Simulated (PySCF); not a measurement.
Molecule: `InChI=1S/C5H6OS2/c6-3-4-1-2-8-5(4)7/h1-2,6-7H,3H2/p-1`.

Bonds (- single, = double, # triple, : aromatic): O1-C2, C2-C3, C3:C4, C4:C5, C5:S6, S6:C7, C7-S8, C7:C3. O1 carries H9; C2 carries H10, H11; C4 carries H12; C5 carries H13. Formal charges: S8 -1.

Total charge -1.

Frames of a GFN2-xTB Langevin trajectory at 400 K; GIAO PBE0/pcSseg-1 shieldings in PySCF, gas phase, non-relativistic; equivalent atoms averaged within each frame.

Shifts are taken against calculated references (same method and geometry level): H2O for $^{17}$O (336.08 ppm); $^{13}$C (186.93 ppm) and $^{1}$H (31.72 ppm) vs TMS; $^{33}$S (503.73 ppm) against CS2. The references are static minima.

Task: How do the shifts (ppm) fluctuate along the trajectory?

Result: 
```tsv
time (fs)	O1	C7	C3	C4	C5	C2	S6	S8	H9	H12
250	27.9	190.5	134.4	131.7	117.1	72.9	307	29	7.80	6.49
425	11.1	188.2	134.9	131.1	102.3	61.6	214	14	1.04	6.34
625	30.0	187.7	122.5	135.4	110.1	71.1	285	0	2.82	5.72
800	32.8	195.5	141.6	138.2	105.9	67.7	258	66	3.66	6.66
1000	37.4	192.7	134.4	129.8	116.3	69.7	247	34	7.18	5.95
mean of frames	27.8	190.9	133.5	133.2	110.3	68.6	262	29	4.50	6.23
standard deviation	10.0	3.2	6.9	3.5	6.4	4.3	36	25	2.90	0.39
```

5 frames give an uncertainty of the mean of about the standard deviation over 2.2 at best, since frames this close in time may not be independent; classical motion lacks zero-point vibration, and the reference would need the same averaging.
